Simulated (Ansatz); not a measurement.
One change: `[BH2][GaH][CH2][SiH2]F` becomes `F[SiH2]C[TeH]`.

Ansatz, PBE0-D4/def2-TZVP geometries, multiplicity 1. Each molecule was computed in one conformer, which needn't be the lowest.

Elements past krypton have def2 core potentials. Scalar relativity is left out up to krypton.

```csv
property,`[BH2][GaH][CH2][SiH2]F`
size of the dipole moment (B3LYP/def2-TZVPP) / D,1.71
size of the dipole moment (ωB97M-V/def2-TZVPP) / D,1.70
LUMO energy (B3LYP/def2-TZVPP) / eV,-1.63
HOMO energy (B3LYP/def2-TZVPP) / eV,-6.98
LUMO energy (PBE/def2-TZVPP) / eV,-2.17
HOMO–LUMO gap (B3LYP/def2-TZVPP) / eV,5.35
```

Task: What does the change do to each property? (Estimate.)

Result: Ansatz gave: 
```tsv
property	`F[SiH2]C[TeH]`	shift
size of the dipole moment (B3LYP/def2-TZVPP) / D	1.72	0.01
size of the dipole moment (ωB97M-V/def2-TZVPP) / D	1.66	-0.04
LUMO energy (B3LYP/def2-TZVPP) / eV	-1.13	0.50
HOMO energy (B3LYP/def2-TZVPP) / eV	-6.08	0.90
LUMO energy (PBE/def2-TZVPP) / eV	-1.73	0.44
HOMO–LUMO gap (B3LYP/def2-TZVPP) / eV	4.95	-0.40
```

With PBE0 the HOMO rises by 0.88 eV and the LUMO rises by 0.45 eV, so the gap narrows by about 0.43 eV. PBE moves the HOMO by 0.80 eV and ωB97M-V by 0.91 eV. Dipoles are sizes alone; their direction can turn.

B3LYP here is the variant with VWN-RPA as its local correlation; programs differ in this.

Spin–orbit coupling is left out; it splits and shifts lone-pair levels of the heavy atoms by tenths of an eV.
